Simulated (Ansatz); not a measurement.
`FB1[SiH2][SiH2]1` + H₂S → `SB1[SiH2][SiH2]1` + H–F at 400 K and 1 bar (ligand exchange at a B–F bond).

Isolated molecules relaxed with PBE0-D4/def2-TZVP in Ansatz; ΔE leaves out vibrations. CCSD(T)/CBS adds triple-zeta CCSD(T) − MP2 to the extrapolated MP2 energy (def2 sets, frozen cores). This one scheme is used for every species. Each species was taken in one conformer, which may not be the lowest.

```
           species  CCSD(T)/CBS energy (Eh)  H − E (kJ/mol)  S (J/(mol·K))
`FB1[SiH2][SiH2]1`               -705.11270           131.3          362.1
               H₂S               -398.97279            53.4          215.9
`SB1[SiH2][SiH2]1`              -1003.68756           155.3          373.4
               H–F               -100.39570            36.5          182.2
```

H − E and S are ideal-gas, rigid-rotor, harmonic terms from PBE0-D4/def2-TZVP, for one conformer and one mirror image of each species. 1 Eh = 2625.50 kJ/mol, R = 8.31446 J/(mol·K).

Task: By hand: ΔE, ΔH, ΔS and ΔG.

Result: ΔE = (-1003.68756) + (-100.39570) − (-705.11270) − (-398.97279) = 0.00223 Eh = 5.9 kJ/mol. Δ(H − E) = 155.3 + 36.5 − 131.3 − 53.4 = 7.1, so ΔH = 13.0 kJ/mol. ΔS = 373.4 + 182.2 − 362.1 − 215.9 = -22.4 J/(mol·K). ΔG = 13.0 − 400 × (-22.4)/1000 = 22.0 kJ/mol.

Task: By hand: the equilibrium constant, and the temperature at which ΔG would vanish if ΔH and ΔS stayed fixed.

Result: log₁₀ K = −ΔG/(RT ln 10) = -2.9. ΔH and −TΔS have one sign here, so there is no such temperature.

TΔS isn't small against ΔH here. A doubt of 5 kJ/mol in ΔE shifts log₁₀ K by 0.7 here. Other conformers and mirror images would add mixing entropy, several J/(mol·K) or more a flexible species. These are equilibria of isolated gas molecules and say nothing of rates. Largest T1 diagnostic: 0.018 (customary marks: 0.02 for closed shells, 0.045 for open ones).
